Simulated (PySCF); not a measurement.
Cartesian coordinates in Å; atom numbers follow the order of the lines, from 1:
```xyz
15

C     2.798    0.209    0.605
N     1.689    0.039   -0.189
C     0.826   -0.075   -0.950
C    -0.386   -0.350   -1.545
S    -1.493   -1.114   -0.026
C    -2.558    0.361    0.146
O    -0.592   -1.093    1.103
H     3.566    0.777    0.075
H     2.502    0.741    1.512
H     3.189   -0.773    0.881
H    -0.317   -1.140   -2.291
H    -0.887    0.524   -1.951
H    -1.970    1.240    0.388
H    -3.238    0.159    0.970
H    -3.133    0.501   -0.762
```

Total charge +1.

Geometry: GFN2-xTB; GIAO shifts from PySCF, gas phase, non-relativistic, averaged over equivalent atoms.

At PBE0/6-31G* (118 basis functions, 13 s wall time on 1 thread of an Arm Neoverse V1, shared host):
```
      atoms  δ (ppm)
         C3    102.4
         C6     46.8
         C4     34.9
         C1     24.2
         N2    151.7
         O7    166.8
  H8/H9/H10     4.18
        H11     3.95
        H12     3.51
H13/H14/H15     2.87
```

Chemical shifts δ = σref − σ; ¹³C (σref 196.39) and ¹H (σref 32.41) vs TMS; NH3 for ¹⁵N (σref 261.43); H2O for ¹⁷O (σref 325.96), all at this level.

Q: Estimate the result of repeating the calculation with PBE0/pcSseg-1.

A: 
| atoms | δ at PBE0/pcSseg-1 | change |
| --- | --- | --- |
| C3 | 114.9 | +12.5 |
| C6 | 51.9 | +5.1 |
| C4 | 39.6 | +4.7 |
| C1 | 26.2 | +2.0 |
| N2 | 184.8 | +33.1 |
| O7 | 199.7 | +32.9 |
| H8/H9/H10 | 4.34 | +0.16 |
| H11 | 4.19 | +0.24 |
| H12 | 3.58 | +0.07 |
| H13/H14/H15 | 3.10 | +0.23 |

References, each an isolated molecule treated in the same way: TMS for ¹³C (σ = 186.93 ppm) and ¹H (σ = 31.72 ppm); ¹⁵N (σ = 267.73 ppm) against NH3; ¹⁷O (σ = 336.08 ppm) against H2O.

The largest change is at N2 (nitrogen bonded to 2 C). Cost: 166 basis functions, 22 s wall time on 1 thread of an Arm Neoverse V1, shared host. The order of the carbon signals is the same at both levels.

Experimental scales use liquid or dissolved standards, which lie at an offset from isolated NH3 (liquid NH3: subtract about 20 ppm) and H2O (liquid H2O: subtract about 36 ppm). Unscaled 15N shifts of sp2 nitrogen often come out too high even then, by a few to some tens of ppm.
